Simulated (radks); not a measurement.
Results of a calculation; reference values are marked as such.
Orbital eigenvalues (eV) of neutral samarium, [Xe] 4f6 6s2, at several levels of relativity; Dirac values are averaged over j with weights 2j + 1. Spin-unpolarised spherical Kohn-Sham, BLYP, point nucleus unless stated (finite: rms radius 5.0819 fm), a radial shooting solver on a logarithmic mesh with Libxc functionals. A level marked "c x" has the speed of light scaled by that factor and shares open shells by 2j + 1; other Dirac levels either fill j = l - 1/2 first or share by 2j + 1.

shell  non-rel.  scalar-rel., finite nucleus  Dirac, 2j+1 shares  Dirac, low j first  change of magnitude, last against first (%)
2s      -6958.1                      -7627.8             -7617.5             -7617.0                                        +9.47
2p      -6608.1                      -6805.2             -6818.3             -6817.8                                        +3.17
3s      -1517.7                      -1670.8             -1668.6             -1668.0                                        +9.91
3p      -1363.3                      -1413.6             -1416.3             -1415.8                                        +3.85
3d      -1075.5                      -1065.2             -1063.4             -1062.8                                        -1.18
4s      -295.54                      -331.64             -331.21             -330.87                                       +11.95
4p      -236.13                      -247.11             -247.83             -247.51                                        +4.82
4d      -130.80                      -128.51             -128.29             -128.00                                        -2.15
5s      -37.965                      -43.024             -42.964             -42.878                                       +12.94
5p      -22.381                      -22.980             -23.102             -23.040                                        +2.95
4f      -5.4486                      -2.2440             -2.2361             -2.0269                                       -62.80
6s      -3.2231                      -3.4496             -3.4497             -3.4438                                        +6.85
